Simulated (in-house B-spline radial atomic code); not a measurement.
**Removing the outer electron along the 46-electron series: Pd to Te⁶⁺**

All numbers come from a B-spline radial code for spherical atoms, all electrons, at the radial basis limit: mean fields, RPA and GW scalar-relativistic (one-electron X2C; non-relativistic for the lightest neutral atoms and singly charged ions), without spin-orbit coupling, Breit or QED terms, open shells spin-polarised at highest spin; Brueckner, CI + MBPT and self-energy runs four-component with Breit and QED terms. References are NIST's ionisation energies. They run between lowest fine-structure levels, which the runs without spin-orbit coupling average over.

Columns: (a) minus the highest LDA VWN5 level; (b) minus the highest PBE level; (c) G0W0 on PBE0; (d) minus the highest B3LYP (VWN-RPA) level; (e) minus the highest Hartree-Fock level. Each gives computed minus reference, in eV; a star marks a semi-empirical reference. Species are left out where the tabulated value is theory, is uncertain by more than 0.12 eV, or (13 ions, such as In⁴⁺, Te⁴⁺ and Bi⁴⁺) lies off its series for all methods alike, which flatters the means a little.

```tsv
species	configuration	reference (eV)	(a)	(b)	(c)	(d)	(e)
Pd	[Kr] 4d10	8.34	-4.03	-4.29	-0.14	-3.07	+0.58
Ag⁺	[Kr] 4d10	21.48	-5.56	-5.85	+0.26	-4.28	+0.55
Cd²⁺	[Kr] 4d10	37.47 ± 0.006	-6.76	-7.03	+0.45	-5.21	+0.60
In³⁺	[Kr] 4d10	55.45 ± 0.04	-7.32	-7.58	+1.03	-5.54	+1.12
Sn⁴⁺	[Kr] 4d10	77.03 ± 0.04	-9.14	-9.37	+0.23	-7.14	+0.29
Sb⁵⁺	[Kr] 4d10	99.51 ± 0.05	-9.66	-9.87	+0.62	-7.47	+0.67
Te⁶⁺	[Kr] 4d10	124.20 ± 0.06	-10.32	-10.51	+0.83	-7.94	+0.87
```

Problem. How do the methods rank over these species?

Solution. Mean absolute differences: G0W0 on PBE0 0.51 eV; minus the highest Hartree-Fock level 0.67 eV; minus the highest B3LYP (VWN-RPA) level 5.81 eV; minus the highest LDA VWN5 level 7.54 eV; minus the highest PBE level 7.78 eV. One-signed throughout: minus the highest LDA VWN5 level (too low), minus the highest PBE level (too low), minus the highest B3LYP (VWN-RPA) level (too low), minus the highest Hartree-Fock level (too high). Levels of semilocal functionals lie too high since their potentials lack the −1/r tail; exact exchange restores part of it.
